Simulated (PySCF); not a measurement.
# Bond curve of CsH

Set-up: basis Cs def2-SVPD with ECP46, H def2-SVPD; scalar-relativistic core potentials; PySCF 2.14. Energies in eV from Cs + H in their ground configurations at the same level. All curves are PBE0. state 1: ¹Σ⁺ (singlet), closed shell; state 2: triplet, unpaired electrons σ ↑↑, a second solution, started from another occupation.

```csv
R (Å),state 1,state 2
2.218,-1.329,0.7823
2.321,-1.464,0.6297
2.424,-1.541,0.5104
2.502,-1.570,0.4384
2.579,-1.579,0.3784
2.656,-1.571,0.3283
2.760,-1.540,0.2740
2.889,-1.475,0.2214
3.043,-1.373,0.1745
3.249,-1.212,0.1299
```

Task: Put a parabola through the three lowest points of the state 1 curve and estimate Re, k and ωe (reduced mass 1.0 u; 1 eV/Å² = 0.16022 mdyn/Å; ωe = 1302.8·√(k/μ) cm⁻¹).

Result: Through R = 2.502, 2.579, 2.656 Å the second-order coefficient is 1.43 eV/Å², so Re ≈ 2.581 Å, k ≈ 0.459 mdyn/Å and ωe ≈ 883 cm⁻¹. A polynomial fit of higher order to the unrounded PBE0 energies gives Re = 2.578 Å, k = 0.447 mdyn/Å, ωe = 871 cm⁻¹; anharmonicity and rounding make the difference.

The higher-order fit for each curve: state 1: Re = 2.578 Å, ωe = 871 cm⁻¹, De = 1.58 eV. State 2 gave no clean fit.

Spin–orbit coupling is left out.
